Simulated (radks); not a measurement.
Values are calculated unless marked as measured or tabulated.
Spherical quantum dot in the effective-mass picture: electrons in a parabolic well V = omega^2 r^2 / 2 with omega = 2.98, all in effective atomic units (hartree* = m*/eps^2 hartree, bohr* = eps/m* bohr), one dielectric constant everywhere. Level of theory: non-relativistic Kohn-Sham, r2SCAN, spin-polarised, spherical densities, generalised Kohn-Sham scheme (a radial shooting solver with Libxc functionals). Levels are named by radial order and angular momentum (1s, 1p, 1d, 2s, ...), and open shells are averaged over m. Results are scaled to m* = 0.153 and eps = 5.3, for which hartree* = 148.2 meV and bohr* = 1.833 nm.

N = 29, configuration 1s2 1p6 1d10 2s2 1f(up 7, down 2). This is the lowest configuration that the search found. Occupied and some empty levels:

level,occupation,eigenvalue (meV),<r> (nm)
1s up,1,3992.5,1.637
1s down,1,3998.0,1.614
1p up,3,4237.2,2.096
1p down,3,4250.4,2.078
1d up,5,4502.8,2.420
1d down,5,4521.8,2.410
2s up,1,4537.0,2.136
2s down,1,4552.1,2.146
1f up,7,4790.0,2.675
1f down,2,4812.5,2.673
2p up,0,4852.9,2.401
2p down,0,4867.3,2.410
1g up,0,5096.9,2.893
1g down,0,5121.2,2.896
2d up,0,5180.0,2.655
2d down,0,5195.7,2.661

Energy (meV): total 88703.5, kinetic 14423, external 34430, Hartree 43490, exchange-correlation -3639.1.
